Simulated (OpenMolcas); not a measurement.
**O²⁺: from CASSCF to CASPT2**

- Program: OpenMolcas
- Basis: ANO-R2 [4s4p2d1f]
- Scalar Hamiltonian: X2C, finite nucleus
- Active space: 2 electrons in 3 orbitals (2p)
- State averaging: 2S+1 = 3 even, 3 roots; 2S+1 = 1 even, 6 roots
- Spin-orbit coupling: state interaction with AMFI integrals over the reference wave functions, term energies averaged over their components

Methods on the same reference wave functions:
A. CASSCF
B. SS-CASPT2, IPEA 0.25 Eh, imaginary shift 0.1 Eh (closed shells correlated: 1s 2s)

Energies in eV above 2s2 2p2 3P0, the measured ground level; measured values from Moore, Selected Tables of Atomic Spectra, NSRDS-NBS 3, section 11.

| Level | A | B | Measured |
| --- | --- | --- | --- |
| 2s2 2p2 3P0 | 0.0000 | 0.0000 | 0.0000 |
| 2s2 2p2 3P1 | 0.0136 | 0.0137 | 0.0140 |
| 2s2 2p2 3P2 | 0.0404 | 0.0404 |  |
| 2s2 2p2 1D2 | 2.8275 | 2.559 | 2.5136 |
| 2s2 2p2 1S0 | 6.9696 | 5.786 | 5.3543 |

Deviations, from unrounded energies. A percentage is the sum of absolute deviations over the sum of measured energies, with the sign that they share, or ± where signs differ.

| Against measurement | Levels | A | B |
| --- | --- | --- | --- |
| mean absolute deviation (cm-1) | 3 | 5200 | 1300 |
| fine structure of the ground term (%) | 1 | -2.8 | -2.5 |
| other terms of the ground configuration (%) | 2 | +24.5 | +6.1 |

B lies closest to measurement on these levels. The largest miss of B in the table is 2s2 2p2 1S0, by +3500 cm-1. The ranking rests on the paired levels alone, and a cruder setting can come out closer through cancelling errors.

From A to B the spin-free energies of the other terms of 2s2 2p2 shown, above 3P, scale by factors of 0.83 to 0.90.

The lowest spin-free term lies below A's lowest term by 0.097 hartree in B.

Term energies are means over components that CASPT2 splits; among the terms shown or strongly mixed into the levels shown the widest spread is 80 cm-1 (2s2 2p2 1D, B). With the s shell closed, the reference lacks s² → p² mixing. Computed and measured levels are paired by configuration, term and J; levels that our copy of the source lacks, or whose pairing is in doubt (as where it misses far off the trend of its configuration), stay unpaired and out of the deviations. Levels of configurations outside the active space are missing.
